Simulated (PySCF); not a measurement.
**Two-component Hartree-Fock for Mg⁺ (magnesium, charge +1)**

Start: [Ne] 3s1; 3s1/2 filled at m_j = +1/2. Calculated with PySCF 2.14 in x2c-TZVPall-2c (5s5p3d, 35 functions): generalised Hartree-Fock with the X2C-1e Hamiltonian and a Gaussian nucleus; one run each with spin-orbit coupling (SO) switched off, then screened by Boettger's factors. This is a chosen level, not necessarily the ground level.

```tsv
spinor shell	electrons	ε, spin-free (eV)	ε, screened SO (eV)	weight of nominal j (screened SO)	rms radius, screened SO (bohr)
1s1/2	2	-1345.4	-1345.4	1.000	0.151
2s1/2	2	-111.60	-111.60	1.000	0.754
2p1/2	2	-70.875	-71.108	0.948	0.770
2p3/2	4	-70.875	-70.759	0.974	0.772
3s1/2	1	-14.747	-14.747	1.000	3.05
```

```csv
quantity,spin-free,screened SO
E (hartree),-199.66965,-199.66972
M_J,1/2,1/2
⟨J²⟩,0.750,0.750
⟨L²⟩,0.000,0.000
⟨S²⟩,0.750,0.750
```

Each row is a mean over spinors that exchange with the open shell spreads, by up to 0.461 eV (2s1/2).

Without spin-orbit coupling the j labels of p, d and f shells carry no meaning; the spin-free column gives the mean over the occupied spinors of each nl shell.
